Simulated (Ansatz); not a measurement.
A structure relaxed at PBE0-D4/def2-TZVP, charge 0, multiplicity 1:

| atom | x (Å) | y (Å) | z (Å) |
| --- | --- | --- | --- |
| O1 | 1.052 | 0.425 | -1.462 |
| Si2 | 0.011 | -0.557 | -0.657 |
| C3 | -0.206 | 0.036 | 1.116 |
| Cl4 | -0.753 | 1.742 | 1.054 |
| H5 | 0.845 | 1.362 | -1.448 |
| H6 | 0.621 | -1.909 | -0.665 |
| H7 | -1.336 | -0.586 | -1.283 |
| H8 | 0.727 | 0.017 | 1.681 |
| H9 | -0.960 | -0.530 | 1.663 |

(1) Give its formula and SMILES.

(2) Summarise the bond lengths by kind.

Answers

(1) CH5ClOSi, `O[SiH2]CCl`.

(2) 1 × O–Si 1.642 Å; 1 × H–O 0.960 Å; 1 × C–Si 1.881 Å; 2 × H–Si 1.483 to 1.486 Å; 1 × C–Cl 1.793 Å; 2 × C–H 1.090 to 1.091 Å.

Program: Ansatz 0.2.0.
